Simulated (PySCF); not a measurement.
# What builds the third ionisation energy along the 3d series

All values are computed (PySCF 2.14, energy differences of UHF-based or UKS calculations, no spin-orbit coupling). Each column adds one step, in eV (sums use unrounded values): valence MP2, valence CCSD, valence triples, then the next inner shell at CCSD(T) (Ti 3s 3p, V 3s 3p, Cr 3s 3p, Mn 3s 3p, Fe 3s 3p, Co 3s 3p, Ni 3s 3p, Zn 3s 3p). References (NIST) marked * lie between the lowest fine-structure levels; the others compare directly ((s) semi-empirical, (t) theoretical).

| element | UHF | + MP2 | + CCSD | + (T) | + inner shell | sum | reference |
| --- | --- | --- | --- | --- | --- | --- | --- |
| Ti [Ar] 3d2 → [Ar] 3d1 (x2c-TZVPPall with one added diffuse shell each of s, p, d, f type, spin-free X2C) | 26.589 | 0.116 | 0.035 | 0.000 | 0.354 | 27.094 | 27.492 * |
| V [Ar] 3d3 → [Ar] 3d2 (x2c-TZVPPall with one added diffuse shell each of s, p, d, f type, spin-free X2C) | 28.159 | 0.365 | 0.067 | 0.002 | 0.421 | 29.014 | 29.311 * |
| Cr [Ar] 3d4 → [Ar] 3d3 (x2c-TZVPPall with one added diffuse shell each of s, p, d, f type, spin-free X2C) | 29.673 | 0.628 | 0.063 | 0.008 | 0.414 | 30.785 | 30.959 ± 0.025 * |
| Mn [Ar] 3d5 → [Ar] 3d4 (x2c-TZVPPall with one added diffuse shell each of s, p, d, f type, spin-free X2C) | 32.355 | 0.829 | 0.026 | 0.015 | 0.291 | 33.516 | 33.668 ± 0.012 * |
| Fe [Ar] 3d6 → [Ar] 3d5 (x2c-TZVPPall with one added diffuse shell each of s, p, d, f type, spin-free X2C) | 28.308 | 1.567 | -0.037 | 0.042 | 0.300 | 30.180 | 30.651 ± 0.012 * |
| Co [Ar] 3d7 → [Ar] 3d6 (x2c-TZVPPall with one added diffuse shell each of s, p, d, f type, spin-free X2C) | 31.189 | 1.812 | -0.146 | 0.058 | 0.198 | 33.110 | 33.5 ± 0.06 (s) * |
| Zn [Ar] 3d10 → [Ar] 3d9 (x2c-TZVPPall with one added diffuse shell each of s, p, d, f type, spin-free X2C) | 36.976 | 2.989 | -0.647 | 0.119 | 0.119 | 39.555 | 39.723 * |

Problem. Estimate the missing row, Ni [Ar] 3d8 → [Ar] 3d7 (x2c-TZVPPall with one added diffuse shell each of s, p, d, f type, spin-free X2C).

Solution. The calculation gives UHF 32.599; + MP2 2.252; + CCSD -0.293; + (T) 0.081; + inner shell 0.215; sum 34.854. The reference value is 35.187 ± 0.019 *.

What remains against the references is mostly basis incompleteness and, for starred values, spin-orbit coupling.

These are valence bases, so the inner-shell step is incomplete.
